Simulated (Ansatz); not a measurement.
Worked example: a bond strength in B2NH2OF (SMILES OB1NB1F)

B2NH2OF has 7 atoms, charge 0, and is taken as a singlet. SMILES: `OB1NB1F`. The shape was relaxed beforehand at PBE0/def2-SVP. This is one conformer, not always the lowest.

```xyz
7

O    -1.2817    0.1744    1.3139
B    -0.3832    0.1472    0.3120
N     0.6330   -0.7687   -0.0949
B     0.5859    0.3437   -0.9550
F     1.2521    0.7247   -2.0292
H    -1.8280    0.9660    1.2877
H     1.0831   -1.6553    0.1200
```

Wanted: the dissociation energy of the B2–O1 bond into doublet B2NHF and doublet OH (shapes relaxed at PBE0/def2-SVP, no zero-point term). 1 Eh = 2625.50 kJ/mol = 27.2114 eV. Totals in Eh; open shells run unrestricted unless said.

```
             level  program      B2NH2OF  doublet B2NHF  doublet OH
       HF/def2-SVP   Ansatz  -279.188237    -203.679709  -75.324887
  PBE0-D4/def2-SVP   Ansatz  -280.330015    -204.502841  -75.587748
CAM-B3LYP/def2-SVP   Ansatz  -280.527508    -204.643740  -75.640949
```

Q: Work out the dissociation energy at each level.

A: 
1. HF/def2-SVP: (-203.679709) + (-75.324887) − (-279.188237) = 0.183641 Eh = 482.1 kJ/mol = 5.00 eV.
2. PBE0-D4/def2-SVP: (-204.502841) + (-75.587748) − (-280.330015) = 0.239426 Eh = 628.6 kJ/mol = 6.52 eV.
3. CAM-B3LYP/def2-SVP: (-204.643740) + (-75.640949) − (-280.527508) = 0.242819 Eh = 637.5 kJ/mol = 6.61 eV.

The levels span 482 to 638 kJ/mol; no measured value is set beside them. Hartree–Fock lacks the correlation of the bonding electrons, so it comes out low. A bond enthalpy at 298 K also holds the loss of zero-point energy and thermal terms.
